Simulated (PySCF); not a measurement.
SMILES c1cc(sc1C)C#N (C6H5NS), singlet, GFN2-xTB optimised geometry.

```
13

C     -1.63    -2.52     0.00
C     -0.71    -1.35     0.00
C      0.66    -1.35     0.00
C      1.22    -0.06     0.00
C      0.27     0.93     0.00
C      0.47     2.31     0.00
N      0.65     3.44     0.00
S     -1.34     0.26     0.00
H     -2.27    -2.50    -0.88
H     -2.27    -2.50     0.88
H     -1.05    -3.44     0.00
H      1.24    -2.25     0.00
H      2.27     0.14     0.00
```

Density from B3LYP/def2-TZVP (PySCF 2.14.0) at that geometry.

Minimum of the electron density along straight lines between bonded atoms, close to the bond critical point (lines longer than 1.1 times the sum of covalent radii, or with two minima, are not listed):

```tsv
bond	length / Å	ρ at the minimum / e bohr⁻³	∇²ρ there / e bohr⁻⁵	position (fraction from the first atom)
C1–C2	1.486	0.265	-0.71	0.48
C2–C3	1.365	0.334	-0.99	0.52
C3–C4	1.405	0.311	-0.91	0.50
C4–C5	1.371	0.328	-0.96	0.48
C5–C6	1.395	0.306	-0.92	0.47
C6–N7	1.148	0.502	___	0.35
C2–S8	1.731	0.215	-0.43	0.48
C5–S8	1.741	0.209	-0.42	0.48
C1–H9	1.090	0.280	-0.96	0.64
C1–H10	1.090	0.280	-0.96	0.64
C1–H11	1.087	0.282	-0.98	0.64
C3–H12	1.075	0.290	-1.05	0.65
C4–H13	1.075	0.292	-1.07	0.65
```

Question: Fill in the missing entries.

Answer: 
- C6–N7, ∇²ρ there / e bohr⁻⁵: -0.23
